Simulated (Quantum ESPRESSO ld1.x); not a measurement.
Q: These are the eigenvalues of the occupied orbitals of an atom or ion with whole-number occupations (hartree). Method: non-relativistic Kohn-Sham, LDA (Slater exchange, Perdew-Zunger correlation), spin-polarised, spherical densities, point nucleus; computed with ld1.x of Quantum ESPRESSO 7.5.

1s: -616.310

Which element is it, and in what charge state? The configuration may be excited. Open shells, if any, are filled with parallel spins first.

A: Z = 36, krypton, charge +34: Kr34+ in [He]. The 1s level, -616.31 hartree, gives Z - s = 35.1 by -(Z - s)^2/2, which with screening narrows Z to a few neighbours, and with so few levels the electron count can be read from the list.
